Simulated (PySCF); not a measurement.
Species: C₂H₈ClGaS.
SMILES with atom numbers: `[CH3:1][S+:2]([CH3:3])[GaH2-:4][Cl:5]` (hydrogens: H6, H7, H8 on C1; H9, H10, H11 on C3; H12, H13 on Ga4)

Geometry (PBE0-D3(BJ)/def2-SVP, Å), atoms numbered from 1 in this order:
```
atom  x, y, z in Å
C1    -0.9597   -1.2160   -0.6730
S2    -0.5690   -0.2892    0.8253
C3    -0.9064    1.3975    0.2785
Ga4    1.9288   -0.2998    0.6975
Cl5    2.0149    0.4660   -1.3873
H6    -2.0278   -1.1040   -0.9039
H7    -0.3276   -0.8602   -1.4999
H8    -0.7370   -2.2701   -0.4626
H9    -1.9718    1.4951    0.0302
H10   -0.6620    2.0600    1.1194
H11   -0.2675    1.6381   -0.5838
H12    2.2092   -1.8383    0.7837
H13    2.2775    0.8006    1.7553
```

Computed, not measured: TDDFT CAM-B3LYP/def2-SVPD, vertical, gas phase, core orbitals frozen in the response (PySCF 2.14.0, density-fitted response routines). The CAM-B3LYP/def2-SVPD calculation is non-relativistic and has no spin–orbit coupling, an omission that weighs most on gallium.

Transition dipole moments from the ground state, in atomic units and in the frame of the coordinates above (overall signs are arbitrary), for the states with f of 0.002 or more among the lowest 6:

| state | E (eV) | μx | μy | μz |
| --- | --- | --- | --- | --- |
| S1 | 6.535 | -0.004 | -0.115 | -0.042 |
| S2 | 6.843 | -0.008 | -0.270 | -0.099 |
| S3 | 7.006 | -0.005 | -0.304 | -0.112 |
| S4 | 7.130 | -0.024 | -0.106 | 0.292 |
| S5 | 7.201 | -0.887 | -0.066 | 0.231 |
| S6 | 7.517 | -0.127 | -0.008 | 0.114 |

Q: Work out the oscillator strengths.

A: f = (2/3) ΔE |μ|² with ΔE in hartree (27.2114 eV).

```
state  |μ|² (au)  |μ| (D)      f
   S1      0.015     0.31  0.002
   S2      0.083     0.73  0.014
   S3      0.105     0.82  0.018
   S4      0.097     0.79  0.017
   S5      0.844     2.34  0.149
   S6      0.029     0.43  0.005
```

Q: Which bond between heavy atoms lies closest to the direction of the S5 transition dipole?

A: S2–Ga4, at 12° from it; next Ga4–Cl5 at 73°.

Q: What angle do the transition dipoles of S2 and S3 make?

A: |cos θ| = |μa·μb| / (|μa| |μb|) = 1.00, so θ ≈ 1° (taken between 0 and 90°, since the signs are arbitrary).

Q: What peak molar absorption coefficient would the strongest computed level give as a lone Gaussian band 0.3 eV wide at half height?

A: ε(max) = 2.175×10⁸ f / FWHM, with the width in cm⁻¹. S5: 2.175×10⁸ × 0.1489 / 2420 ≈ 13000 L mol⁻¹ cm⁻¹.

The run took 39 s on an Arm Neoverse V1 with one thread, shared host with 32 logical CPUs at a one-minute load of 14, and the process peaked at 0.94 GiB of memory.

One conformer stands for the species.

Without π bonds the low states may be Rydberg-like; a valence basis with one diffuse set may place them up to an eV too high.
